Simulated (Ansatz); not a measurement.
`SB(S)Br` + `C[CH2][Ga]([OH])[OH]` → `CCB(S)Br` + `[OH][Ga]([OH])[SH]`  (redistribution)

Isolated molecules relaxed with PBE0-D4/def2-TZVP in Ansatz; ΔE leaves out vibrations. CBS: MP2 limit from def2 TZ/QZ plus the TZ coupled-cluster correction, frozen cores. Functionals use def2-TZVPP. B3LYP here is the variant with VWN-RPA as its local correlation; programs differ in this. For Br, Ga outer-core shells are correlated without core-valence functions, which leaves a few kJ/mol of doubt a bond. Scalar relativity is left out up to krypton. One conformer a species, not always the lowest.

Is it downhill or uphill in electronic energy at CCSD(T)/CBS, and by how much? (Best estimate.)

Ansatz gave: Downhill: ΔE = -36.4 kJ/mol.

What do these levels give: PBE0-D4, ωB97X-V, B2PLYP, r2SCAN, PBE0, B3LYP, SCS-MP2/def2-TZVPP, CCSD/def2-TZVPP, CCSD(T)/def2-TZVPP, HF/def2-QZVPP, HF/CBS(def2), CCSD/CBS(def2)? (An estimate is asked.)

Ansatz gave: PBE0-D4 -38.6, ωB97X-V -40.8, B2PLYP -38.2, r2SCAN -38.8, PBE0 -38.4, B3LYP -37.1, SCS-MP2/def2-TZVPP -38.7, CCSD/def2-TZVPP -42.8, CCSD(T)/def2-TZVPP -40.6, HF/def2-QZVPP -56.4, HF/CBS(def2) -56.5, CCSD/CBS(def2) -38.7 kJ/mol.

Largest T1 diagnostic among the species: 0.014.

In def2-TZVPP, CCSD(T) changes the Hartree–Fock value by +15.7 kJ/mol (the triples alone add +2.2 kJ/mol) and MP2 by +19.0 kJ/mol. From PBE to PBE0 (25 % exact exchange), in def2-TZVPP and without D4, ΔE moves by −6.3 kJ/mol.
